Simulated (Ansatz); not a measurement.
Gas-phase reaction R1 + R2 → P1 + P2, each structure at its B3LYP-D3(BJ)/def2-TZVP stationary point, reached from a drawn start (curvature not checked).
P1: CH4 (SMILES C), charge 0, multiplicity 1.
R1, H2O (SMILES O) (charge 0, multiplicity 1, Z-matrix in Å and degrees):
```
O
H 1 0.9627
H 1 0.9627 2 105.24
```
P2: H6OSi2 (SMILES [SiH3]O[SiH3]), charge 0, multiplicity 1.
R2: CH8Si2 (SMILES [SiH3]C[SiH3]), charge 0, multiplicity 1.

P less R. No zero-point or thermal terms.

Frozen-core correlation throughout.

Programs: Ansatz (Gaussian basis) for Hartree–Fock, density functionals and correlated methods. No computed number here is a measurement.

Total energies in hartree:

```json
[
 {"structure": "P1", "PBE/def2-TZVPP": "-40.464286", "B3LYP/def2-TZVPP": "-40.539117", "CCSD(T)/cc-pV(Q+d)Z": "-40.450883"},
 {"structure": "R1", "PBE/def2-TZVPP": "-76.380147", "B3LYP/def2-TZVPP": "-76.466662", "CCSD(T)/cc-pV(Q+d)Z": "-76.359711"},
 {"structure": "P2", "PBE/def2-TZVPP": "-657.536664", "B3LYP/def2-TZVPP": "-657.992437", "CCSD(T)/cc-pV(Q+d)Z": "-656.973653"},
 {"structure": "R2", "PBE/def2-TZVPP": "-621.554872", "B3LYP/def2-TZVPP": "-621.986477", "CCSD(T)/cc-pV(Q+d)Z": "-620.989724"}
]
```

Task: Work out the reaction energy at each level in kcal/mol (1 hartree = 627.50947 kcal/mol), and say how far PBE/def2-TZVPP lies from CCSD(T)/cc-pV(Q+d)Z.

Result: 
- PBE/def2-TZVPP: (-40.464286) + (-657.536664) − (-76.380147) − (-621.554872) = -0.065931 hartree = -41.37 kcal/mol
- B3LYP/def2-TZVPP: (-40.539117) + (-657.992437) − (-76.466662) − (-621.986477) = -0.078415 hartree = -49.21 kcal/mol
- CCSD(T)/cc-pV(Q+d)Z: (-40.450883) + (-656.973653) − (-76.359711) − (-620.989724) = -0.075101 hartree = -47.13 kcal/mol
PBE/def2-TZVPP less CCSD(T)/cc-pV(Q+d)Z: 5.76 kcal/mol. CCSD(T)/cc-pV(Q+d)Z is the level counted from, the highest shown, and no exact or measured value.

Ansatz is a quantum-chemistry and plane-wave program.
